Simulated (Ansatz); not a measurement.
Reaction (ligand exchange at a Ge–C bond): `[F][GeH2][CH2][GeH3]` + `O[SiH](F)S` → `O[SiH](F)[S][GeH3]` + `[CH3][GeH2][F]`

Program: Ansatz. Geometries: PBE0-D4/def2-TZVP. ΔE: electronic, gas phase. CCSD(T)/CBS adds triple-zeta CCSD(T) − MP2 to the extrapolated MP2 energy (def2 sets, frozen cores). Functionals use def2-TZVPP. For Ge outer-core shells are correlated without core-valence functions, which leaves a few kJ/mol of doubt a bond. Scalar relativity is left out up to krypton. One conformer a species, not always the lowest.

`[F][GeH2][CH2][GeH3]`:

Cartesian coordinates in Å:
```
F 1.300 1.074 2.553
Ge 0.070 0.282 1.596
C 0.675 0.310 -0.243
Ge -0.564 -0.525 -1.511
H -0.045 -1.140 2.165
H -1.214 1.099 1.814
H 1.636 -0.206 -0.298
H 0.835 1.349 -0.538
H -0.789 -1.998 -1.128
H -1.917 0.208 -1.477
H 0.014 -0.454 -2.932
```

`O[SiH](F)S`:

Cartesian coordinates in Å:
```
O 0.685 -1.331 -0.727
Si 0.104 -0.253 0.340
F -1.414 -0.548 0.729
S 0.167 1.681 -0.534
H 0.366 -1.300 -1.631
H 0.901 -0.406 1.566
H -0.809 2.156 0.258
```

`O[SiH](F)[S][GeH3]`:

Z-matrix (Å, degrees):
```
Si
F 1 1.598
S 1 2.097 2 112.4
O 1 1.634 2 107.4 3 119.1
H 1 1.476 2 106.1 3 -119.2
Ge 3 2.241 1 98.4 2 79.8
H 4 0.959 1 117.9 2 39.5
H 6 1.533 3 109.7 1 -42.6
H 6 1.534 3 104.0 1 -161.2
H 6 1.532 3 109.7 1 80.1
```

`[CH3][GeH2][F]`:

```xyz
8

C     0.497    0.535   -0.746
Ge   -0.443   -0.365    0.687
F    -0.416   -2.069    0.301
H     0.515    1.612   -0.569
H    -0.002    0.343   -1.696
H     1.523    0.171   -0.805
H    -1.931    0.014    0.777
H     0.256   -0.241    2.051
```

```json
{"level": "B2PLYP", "ΔE (kcal/mol)": "-14.9"}
{"level": "PBE0", "ΔE (kcal/mol)": "-15.3"}
{"level": "CCSD/def2-TZVPP", "ΔE (kcal/mol)": "-13.8"}
{"level": "CCSD(T)/def2-TZVPP", "ΔE (kcal/mol)": "-13.8"}
```

Task: What does CCSD(T)/CBS give? (Best estimate.)

Result: Ansatz gave: -14.0 kcal/mol. The listed levels differ from it by -0.9, -1.3, 0.2, 0.2 kcal/mol.

Largest T1 diagnostic among the species: 0.012.

In def2-TZVPP, CCSD(T) changes the Hartree–Fock value by +2.3 kcal/mol (the triples alone add −0.0 kcal/mol) and MP2 by +1.7 kcal/mol. The D4 term adds −0.8 kcal/mol with B3LYP and −0.4 kcal/mol with PBE0; it sums over pairs of atoms, weighted by their polarisabilities, and B3LYP, whose exchange is more repulsive, gets the larger term.

B3LYP here is the variant with VWN-RPA as its local correlation; programs differ in this.
